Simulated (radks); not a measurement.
As III, 31 electrons, occupied as [Ar] 3d10 4s2 4p1 (the NIST ground configuration).

All-electron calculation, scalar-relativistic Kohn-Sham, r2SCAN, spin-polarised, spherical densities, finite nucleus; open shells are filled with parallel spins first; meta-GGA in the generalised Kohn-Sham scheme; Fermi nuclear charge, rms radius 4.0968 fm. Program: a radial shooting solver on a logarithmic mesh with Libxc functionals.

Energy parts (hartree):
total: -2260.17676
kinetic: 2303.80746
electron-nucleus: -5423.94928
Hartree: 943.35524
exchange-correlation: -83.39018

Orbitals (lengths in bohr, moments of r in powers of bohr):
orbital  occ.  eigenvalue (hartree)     <r^2>
1s up       1             -432.6678  0.002788
1s down     1             -432.6647  0.002788
2s up       1             -55.89817   0.04838
2s down     1             -55.89795   0.04838
2p up       3             -49.03816   0.03845
2p down     3             -49.03605   0.03845
3s up       1              -7.98294    0.4107
3s down     1              -7.98048    0.4107
3p up       3              -5.83340    0.4461
3p down     3              -5.83044    0.4458
3d up       5              -2.31457    0.5753
3d down     5              -2.30940    0.5696
4s up       1              -1.27194     3.766
4s down     1              -1.21468     3.707
4p up       1              -0.85931     5.160
4p down     0              -0.79369     4.967

The highest occupied level is 4p up at -23.383 eV. Spin moment in Bohr magnetons: 1.
